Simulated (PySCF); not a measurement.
chlorotrifluoromethane (CClF3), SMILES FC(F)(F)Cl.

Geometry optimised at B3LYP-D3(BJ)/def2-SVP.

Method: CAM-B3LYP/def2-TZVP (PySCF).

Symmetry labels are those of the subgroup Cs that the program uses (full group C3v).

**Question.** List the valence orbital energies around the gap with their symmetry. (The exact figures need the calculation; the answer reports its results.)

**Answer.** 
| orbital | symmetry | energy (eV) |
|---|---|---|
| HOMO−7 | A" | -15.83 |
| HOMO−6 | A' | -15.83 |
| HOMO−5 | A' | -14.87 |
| HOMO−4 | A" | -14.87 |
| HOMO−3 | A" | -14.15 |
| HOMO−2 | A' | -13.52 |
| HOMO−1 | A' | -11.51 |
| HOMO | A" | -11.51 |
| LUMO | A' | 1.08 |
| LUMO+1 | A' | 3.75 |
| LUMO+2 | A" | 4.35 |
| LUMO+3 | A' | 4.35 |
